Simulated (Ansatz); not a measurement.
Spectroscopic constants of TaIn, multiplicity 5 (lowest of 2S+1 = 1, 3, 5, 7 at PBE0/def2-TZVPP; our sources give no spin for the ground state, which may be another). No spin–orbit coupling.

Seven points along R, fitted to fifth degree in 1/R; most abundant isotopes. In def2 and cc sets the state is the lowest found near the PBE0 minimum, followed along R.

The values were computed with Ansatz (a program for electronic structure).  In def2 rows elements past Kr take small-core potentials, without spin–orbit coupling.

Energies at PBE/def2-TZVPP:

| R (Å) | E (hartree) |
|---|---|
| 2.622054 | -247.04494100 |
| 2.692539 | -247.04861401 |
| 2.757386 | -247.05053738 |
| 2.830690 | -247.05138699 |
| 2.903995 | -247.05113947 |
| 2.988577 | -247.04982405 |
| 3.087257 | -247.04728361 |

Task: With a reduced mass of 70.2772 u, find the minimum, the force constant and the constants.

Result: A fifth-degree polynomial in 1/R puts the minimum at r_e = 2.8482 Å with force constant 83.2 N/m. Then ω_e = (1/2πc)√(k/μ) = 142 cm⁻¹ and B_e = h/(8π²cμr_e²) = 0.02957 cm⁻¹; the cubic and quartic terms give α_e = 9.0e-5 and ω_e x_e = 0.32 cm⁻¹.
